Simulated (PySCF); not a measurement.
C3H7InO, SMILES C=[CH][InH][O]C.

Geometry: B3LYP-D3(BJ)/def2-SVP. The structure was generated by enumeration; whether it is a known compound was not checked. The def2 effective core potentials stand for the cores of In; spin–orbit coupling is left out. One conformer was computed; it need not be the lowest.

These are TDA-CAM-B3LYP/def2-SVPD run with PySCF values and carry that method's errors.

Vertical excitations. 

Question: List the lowest excited states. (The exact figures need the calculation; the answer reports its results.)

Answer: 
```csv
state,energy (eV),λ (nm),f,main pairs
S1,4.61,269,0.001,HOMO→LUMO 94 %
S2,5.10,243,0.027,HOMO−1→LUMO 89 %
S3,5.54,224,0.004,HOMO−3→LUMO 90 %
S4,5.74,216,0.006,HOMO−1→LUMO+1 80 %
S5,6.07,204,0.136,HOMO→LUMO+1 75 %
S6,6.28,197,0.103,HOMO−2→LUMO 90 %
S7,6.55,189,0.007,"HOMO→LUMO+4 41 %, HOMO→LUMO+3 25 %, HOMO−3→LUMO+4 12 %, HOMO−3→LUMO+3 7 %"
S8,6.88,180,0.032,HOMO−2→LUMO+1 88 %
S9,7.15,173,0.003,"HOMO−1→LUMO+2 39 %, HOMO−1→LUMO+3 30 %, HOMO−1→LUMO+4 14 %"
S10,7.15,173,0.024,"HOMO→LUMO+3 27 %, HOMO→LUMO+4 18 %, HOMO→LUMO+2 17 %, HOMO→LUMO+1 9 %"
T1,4.06,305,0,"HOMO−2→LUMO 54 %, HOMO−2→LUMO+4 22 %, HOMO−2→LUMO+3 13 %"
T2,4.36,284,0,HOMO→LUMO 86 %
T3,4.53,274,0,HOMO−1→LUMO 88 %
T4,5.19,239,0,HOMO−3→LUMO 73 %
```
Triplets are in the Tamm–Dancoff approximation.
